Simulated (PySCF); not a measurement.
## TaO₂⁻: from structure and modes to constants

These are results of PBE0 in PySCF with Ta def2-SVPD with ECP60, O def2-SVPD; scalar-relativistic core potentials, no spin–orbit coupling; density-fitted integrals, not measurements.

The singlet minimum has C2v symmetry. Masses (u): Ta 180.94800, O 15.99492.

```xyz
3
charge -1 multiplicity 1, angstrom
Ta    0.0000    0.0000   -0.1556
O     1.4160    0.0000    0.8756
O    -1.4160    0.0000    0.8756
```

Harmonic wavenumbers (cm⁻¹): 310.2 (a1, ×1), 897.7 (b2, ×1), 965.0 (a1, ×1).

Task: Find the principal moments of inertia and the rotational constants. What kind of rotor is it?

Result: About the centre of mass I = 28.905, 64.139, 93.045 u Å². With B = 16.8576/I this gives 0.5832, 0.2628, 0.1812 cm⁻¹. The molecule is an asymmetric top with κ = -0.59.

Task: Find the vibrational entropy and heat capacity at 298.15 K.

Result: With u = 1.43878 ω/T, each mode gives S = R[u/(eᵘ−1) − ln(1−e⁻ᵘ)] and C = R u² eᵘ/(eᵘ−1)².
| ω (cm⁻¹) | u | S (J/(mol K)) | C (J/(mol K)) |
| --- | --- | --- | --- |
| 310.2 | 1.497 | 5.70 | 6.92 |
| 897.7 | 4.332 | 0.59 | 2.11 |
| 965.0 | 4.657 | 0.45 | 1.75 |
The sums over all modes are S = 6.7 and C = 10.8 J/(mol K); the softest mode gives 85 % of the entropy.

This need not be the most stable arrangement of these atoms. The lowest empty level of this anion is unbound, so it and the gap depend on the basis. With an element this heavy the missing spin–orbit coupling can shift these numbers.
